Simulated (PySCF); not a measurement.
4-tert-butylpyridine (C₉H₁₃N), SMILES CC(c1ccncc1)(C)C.

Geometry optimised at PBE0-D3(BJ)/def2-SVP.

The numbers are results of PBE0-D3(BJ)/def2-SVP in PySCF, not measurements.

No scaling factor is applied to the harmonic values.

```
mode  ν (cm⁻¹)  IR (km/mol)  moving atoms (share of kinetic energy)
----  --------  -----------  --------------------------------------
1           46          0.0                          C 74 %, H 26 %
2          127          0.4                  C 57 %, H 23 %, N 20 %
3          225          0.2                          C 64 %, H 30 %
4          234          0.3                                  H 94 %
5          278          0.0                           H 90 %, C 9 %
6          317          0.1                          C 62 %, H 32 %
7          318          0.6                   C 58 %, H 34 %, N 8 %
8          330          0.0                                  H 92 %
9          346          0.1                          C 62 %, H 32 %
10         392          0.2                          C 65 %, H 35 %
11         392          0.7                          C 60 %, H 36 %
12         465          0.1                          C 70 %, H 30 %
13         535          2.1                  C 60 %, H 28 %, N 12 %
14         584         20.1                  C 55 %, H 30 %, N 15 %
15         688          0.5                                  C 90 %
16         728          7.4                  C 72 %, N 14 %, H 14 %
17         780          0.5                  C 54 %, H 29 %, N 18 %
18         844         20.5                          H 62 %, C 37 %
19         868         11.5                          C 60 %, H 38 %
20         893          0.0                          H 79 %, C 21 %
21         945          1.6                          H 60 %, C 40 %
22         951          0.1                          H 82 %, C 18 %
23         951          2.1                          H 63 %, C 37 %
24         995          0.2                          H 71 %, C 28 %
25        1015          0.0                          H 65 %, C 35 %
26        1024          4.5                          C 63 %, N 29 %
27        1035          0.1                          H 66 %, C 33 %
28        1039          0.2                          H 68 %, C 32 %
29        1104          9.7                          H 52 %, C 40 %
30        1123          0.7                          H 68 %, C 28 %
31        1147          1.4                          C 60 %, H 39 %
32        1240          0.7                          C 65 %, H 34 %
33        1242          2.3                          C 71 %, H 29 %
34        1250          1.5                          H 78 %, C 21 %
35        1310         21.9                          C 73 %, H 27 %
36        1338          0.7                          H 59 %, C 40 %
37        1361          1.4                  C 56 %, N 27 %, H 17 %
38        1378          9.2                          H 77 %, C 23 %
39        1383         12.5                          H 73 %, C 26 %
40        1407          3.8                          H 79 %, C 21 %
41        1449          0.0                                  H 96 %
42        1453          8.4                          H 72 %, C 25 %
43        1454          0.2                                  H 96 %
44        1461         17.2                          H 65 %, C 31 %
45        1474          4.0                                  H 91 %
46        1477          7.6                                  H 95 %
47        1492          8.3                                  H 92 %
48        1542          9.4                          C 60 %, H 34 %
49        1649         22.5                          C 75 %, N 21 %
50        1683         67.6                           C 88 %, H 8 %
51        3052         18.2                                  H 97 %
52        3052         19.9                                  H 97 %
53        3057         13.7                                  H 97 %
54        3147          1.9                          H 90 %, C 10 %
55        3147          2.2                          H 90 %, C 10 %
56        3151         15.1                          H 90 %, C 10 %
57        3151         51.1                           H 91 %, C 9 %
58        3157          8.2                          H 90 %, C 10 %
59        3158         24.8                           H 91 %, C 9 %
60        3171         27.6                           H 92 %, C 8 %
61        3175         11.7                           H 92 %, C 8 %
62        3216          8.0                           H 91 %, C 9 %
63        3240          3.9                           H 91 %, C 9 %
```
